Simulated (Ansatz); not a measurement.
Ideal-gas functions of Br2GaHO (`[OH][Ga]([Br])[Br]`) at 600 K and 1 bar, from an Ansatz frequency run at PBE0-D4/def2-TZVP.

Molar mass 246.54 g/mol, point group Cs (symmetry number 1), electronic degeneracy 1, moments of inertia 163.504, 622.89, 786.394 u Å². Harmonic wavenumbers (cm⁻¹, unscaled): 85, 143, 149, 271, 352, 363, 722, 867, 3884.

Use S(trans) = R[1.5 ln M + 2.5 ln T − 1.1517]; rotational temperatures θ = 24.2544 K / I; S(rot) = R[ln(√π/σ · √(T³/θAθBθC)) + 1.5]; for each mode x = 1.438777 ν̃/T, S = R[x/(eˣ − 1) − ln(1 − e⁻ˣ)] and H = RT x/(eˣ − 1); 1 cm⁻¹ = 0.0119627 kJ/mol; R = 8.31446 J/(mol·K).

Task: By hand: the entropy, in J/(mol·K).

Result: Translation 192.1. Rotation: θ = 0.1483, 0.0389, 0.0308 K, giving 132.9. Vibration, mode by mode: 21.55, 17.25, 16.92, 12.04, 9.97, 9.73, 4.72, 3.58, 0.01, in all 95.8. Electronic 0.0. Sum 420.8 J/(mol·K).

Task: By hand: H − E and G − E in kJ/mol, counted from the electronic energy.

Result: Zero-point energy ½ × 6836 × 0.0119627 = 40.9; thermal vibration 26.0; translation, rotation and pV give 4 RT = 20.0. H − E = 86.9 kJ/mol, and G − E = 86.9 − 600 × 420.8/1000 = -165.6 kJ/mol.

Vibration gives 23 % of the entropy, 55.7 J/(mol·K) of it from the modes under 150 cm⁻¹: soft modes count most, and the harmonic formula is weakest for them. The sum counts one conformer and one mirror image; others add a mixing term.
